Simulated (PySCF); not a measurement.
PySCF input for C₃H₁₁NSi₂, SMILES [SiH3]CN(C=C)[SiH3], SMD-ωB97X/def2-SVP. Geometry: B3LYP-D3(BJ)/def2-SVP. This is a generated structure with no PubChem entry under its InChIKey; it may be hypothetical. The values are those of a single conformer.

```python
import numpy as np
from pyscf import gto, scf, dft
from pyscf.solvent import smd

mol = gto.M(
    atom='''
    C    -1.73402114   -1.76233492   -0.91717223
    C    -0.57042624   -1.09581398   -1.02232306
    N    -0.26500672    0.15543508   -0.49303542
    Si   -1.50625817    1.13898116    0.28031955
    C     1.14882581    0.55557487   -0.48600000
    Si    2.11900593   -0.18766054    0.98054005
    H    -2.58338467   -1.39146136   -0.33728457
    H    -1.86053543   -2.71538680   -1.43136741
    H     0.24911751   -1.54221071   -1.59919340
    H    -2.66507968    1.30165719   -0.64125479
    H    -2.00689719    0.54028498    1.55295488
    H    -0.86576809    2.45036238    0.57055749
    H     1.62122477    0.26228215   -1.44120751
    H     1.22220212    1.65420807   -0.44334063
    H     2.05612879   -1.67592346    0.92523633
    H     1.49548809    0.27690737    2.25403633
    H     3.54781180    0.24818996    0.94304827
    ''',
    basis='def2-SVP',
    charge=0,
    spin=0,
    max_memory=1600,
    verbose=3,
)
mf = dft.RKS(mol, xc='wb97x').density_fit(auxbasis='def2-universal-jkfit')
mf.grids.level = 3
mf.conv_tol = 1e-9
mf.max_cycle = 100
mf.kernel()
res = {}
for name in ['water', 'methanol', 'cyclohexanone']:
    s = mf.SMD()
    s.with_solvent.solvent, s.with_solvent.sasa_ng = name, 194
    s.kernel(mf.make_rdm1())
    res[name] = (s.e_tot, s.with_solvent.get_cds(), s.dip_moment(), s.mo_energy, s.converged)
    print(f'SMD {name}: dG(solv) = {(s.e_tot - mf.e_tot) * 627.509474:.3f} kcal/mol, of which CDS {res[name][1] * 627.509474:.3f}')
```

It prints:

```
converged SCF energy = -754.280015784467
converged SCF energy = -754.275977526257
Dipole moment(X, Y, Z, Debye):  1.42949,  1.14746, -0.63229
SMD water: dG(solv) = 2.534 kcal/mol, of which CDS 5.858
converged SCF energy = -754.284185253512
Dipole moment(X, Y, Z, Debye):  1.40794,  1.13104, -0.62169
SMD methanol: dG(solv) = -2.616 kcal/mol, of which CDS 0.591
converged SCF energy = -754.283458451752
Dipole moment(X, Y, Z, Debye):  1.37041,  1.10238, -0.60356
SMD cyclohexanone: dG(solv) = -2.160 kcal/mol, of which CDS 0.840
```

The run converged.

Cost: about 5 core-minutes (a rough figure).
